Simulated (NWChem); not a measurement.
The numbers come from NWChem runs, not from measurements. System: HIn, charge 0, spin multiplicity 1, at a geometry optimised with PBE0/def2-SVP with def2 effective core potentials on In. The structure started from a generated list of species. Level: PBE/def2-QZVP with def2 effective core potentials on In.

Input file:

```
start mol
memory heap 200 mb stack 900 mb global 1100 mb
geometry units angstroms nocenter noautoz
  In     0.000000     0.000000     0.037260
  H      0.000000     0.000000    -1.825728
  symmetry group C2v
end
basis spherical
  * library def2-qzvp
end
ecp
  In library def2-ecp
end
dft
  xc xpbe96 cpbe96
  semidirect memsize 60000000 filesize 0
  iterations 100
end
task dft energy
```

Part of the output:

```
             Northwest Computational Chemistry Package (NWChem) 7.3.0
             --------------------------------------------------------

                                NWChem Input Module
                                -------------------

 Scaling coordinates for geometry "geometry" by  1.889725989
 (inverse scale =  0.529177249)

 Turning off AUTOSYM since
 SYMMETRY directive was detected!

                             Geometry "geometry" -> ""
                             -------------------------

 Output coordinates in angstroms (scale by  1.889725989 to convert to a.u.)

  No.       Tag          Charge          X              Y              Z
 ---- ---------------- ---------- -------------- -------------- --------------
    1 In                  49.0000     0.00000000     0.00000000     0.03726000
    2 H                    1.0000     0.00000000     0.00000000    -1.82572800

 Effective nuclear repulsion energy (a.u.)      13.9183318416

            Nuclear Dipole moment (a.u.)
            ----------------------------
        X                 Y               Z
 ---------------- ---------------- ----------------
     0.0000000000     0.0000000000     0.0000226767

      Symmetry information
      --------------------

 Group name             C2v
 Group number             16
 Group order               4
 No. of unique centers     2

      Symmetry unique atoms

     1    2


 Summary of "ao basis" -> "" (spherical)
 ------------------------------------------------------------------------------
       Tag                 Description            Shells   Functions and Types
 ---------------- ------------------------------  ------  ---------------------
 *                         def2-qzvp                  on all atoms

 Summary of "ao basis" -> "ao basis" (spherical)
 ------------------------------------------------------------------------------
       Tag                 Description            Shells   Functions and Types
 ---------------- ------------------------------  ------  ---------------------
 In                        def2-qzvp                22       82   7s6p4d4f1g
[...]
     3     -0.400285  1 In s                 85      0.159020  2 H  s
     1     -0.124421  1 In s                 84      0.105168  2 H  s
     7      0.093164  1 In s                 83      0.058118  2 H  s
    86      0.051902  2 H  s                 10      0.050682  1 In pz

 Vector   11  Occ=2.000000D+00  E=-1.764606D-01  Symmetry=a1
              MO Center=  2.2D-15, -7.1D-15, -4.1D-01, r^2= 3.6D+00
   Bfn.  Coefficient  Atom+Function         Bfn.  Coefficient  Atom+Function
  ----- ------------  ---------------      ----- ------------  ---------------
     6      0.364923  1 In s                 85     -0.261776  2 H  s
    19      0.233483  1 In pz                86     -0.212959  2 H  s
     3     -0.196686  1 In s                  5      0.190683  1 In s
    10     -0.177104  1 In pz                22      0.176937  1 In pz
    84     -0.166461  2 H  s                  7      0.142110  1 In s

 Vector   12  Occ=0.000000D+00  E=-8.985726D-02  Symmetry=b1
              MO Center= -2.9D-15,  2.0D-16,  2.8D-02, r^2= 4.5D+00
   Bfn.  Coefficient  Atom+Function         Bfn.  Coefficient  Atom+Function
  ----- ------------  ---------------      ----- ------------  ---------------
    20      0.454978  1 In px                17      0.368822  1 In px
     8     -0.241574  1 In px                23      0.209445  1 In px
    14      0.145685  1 In px                11     -0.052977  1 In px

 Vector   13  Occ=0.000000D+00  E=-8.985726D-02  Symmetry=b2
              MO Center= -9.4D-17, -2.2D-15,  2.8D-02, r^2= 4.5D+00
   Bfn.  Coefficient  Atom+Function         Bfn.  Coefficient  Atom+Function
  ----- ------------  ---------------      ----- ------------  ---------------
    21      0.454978  1 In py                18      0.368822  1 In py
     9     -0.241574  1 In py                24      0.209445  1 In py
    15      0.145685  1 In py                12     -0.052977  1 In py

 Vector   14  Occ=0.000000D+00  E= 1.484569D-02  Symmetry=a1
              MO Center=  5.5D-15, -3.3D-14,  1.2D+00, r^2= 8.2D+00
   Bfn.  Coefficient  Atom+Function         Bfn.  Coefficient  Atom+Function
  ----- ------------  ---------------      ----- ------------  ---------------
     6      1.527008  1 In s                  7     -0.822514  1 In s
    86     -0.785366  2 H  s                 25     -0.726683  1 In pz
    22     -0.266553  1 In pz                19     -0.260074  1 In pz
     3     -0.239377  1 In s                  5     -0.200079  1 In s
    85     -0.171487  2 H  s                 43     -0.162917  1 In d  0

 center of mass
 --------------
 x =   0.00000000 y =   0.00000000 z =   0.03980101

 moments of inertia (a.u.)
 ------------------
          12.382556571166           0.000000000000           0.000000000000
           0.000000000000          12.382556571166           0.000000000000
           0.000000000000           0.000000000000           0.000000000000

     Multipole analysis of the density
     ---------------------------------

     L   x y z        total         alpha         beta         nuclear
     -   - - -        -----         -----         ----         -------
     0   0 0 0     -0.000000    -11.000000    -11.000000     22.000000

     1   1 0 0     -0.000000     -0.000000     -0.000000      0.000000
     1   0 1 0     -0.000000     -0.000000     -0.000000      0.000000
     1   0 0 1      0.372184      1.171837      1.171837     -1.971491

     2   2 0 0    -16.556158     -8.278079     -8.278079      0.000000
     2   1 1 0     -0.000000     -0.000000     -0.000000      0.000000
     2   1 0 1      0.000000      0.000000      0.000000      0.000000
     2   0 2 0    -16.556158     -8.278079     -8.278079      0.000000
     2   0 1 1     -0.000000     -0.000000     -0.000000      0.000000
     2   0 0 2    -23.679038    -17.843259    -17.843259     12.007479

 Task  times  cpu:        3.4s     wall:        3.4s

 Total times  cpu:        3.4s     wall:        3.4s
```
